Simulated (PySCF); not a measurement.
C4H9NSi, SMILES [SiH2]1N[C@@H](C)C1=C. Geometry: PBE-D3(BJ)/def2-SVP. The structure was generated by enumeration; whether it is a known compound was not checked.

### Question
Give the equilibrium geometry at PBE-D3(BJ)/def2-SVP (PySCF confirms it by a frequency run) as bond lengths and angles. (The exact figures need the calculation; the answer reports its results.)

### Answer

Atoms: C1 C2 Si3 N4 C5 C6 H7 H8 H9 H10 H11 H12 H13 H14 H15. Bonds (Å): C1–C2 1.341, C1–H7 1.105, C1–H8 1.102, C2–Si3 1.890, C2–C5 1.544, Si3–N4 1.748, Si3–H9 1.511, Si3–H10 1.514, N4–C5 1.477, N4–H11 1.018, C5–C6 1.529, C5–H12 1.120, C6–H13 1.110, C6–H14 1.110, C6–H15 1.109. Angles (°): C2–C1–H7 121.8, C2–C1–H8 121.8, H7–C1–H8 116.4, C1–C2–Si3 141.5, C1–C2–C5 129.1, Si3–C2–C5 89.4, C2–Si3–N4 76.5, C2–Si3–H9 119.8, C2–Si3–H10 117.3, N4–Si3–H9 117.4, N4–Si3–H10 118.2, H9–Si3–H10 106.0, Si3–N4–C5 97.3, Si3–N4–H11 138.9, C5–N4–H11 121.7, C2–C5–N4 96.6, C2–C5–C6 115.1, C2–C5–H12 109.5, N4–C5–C6 114.3, N4–C5–H12 112.3, C6–C5–H12 108.6, C5–C6–H13 111.0, C5–C6–H14 110.7, C5–C6–H15 110.4, H13–C6–H14 107.6, H13–C6–H15 108.7, H14–C6–H15 108.3.
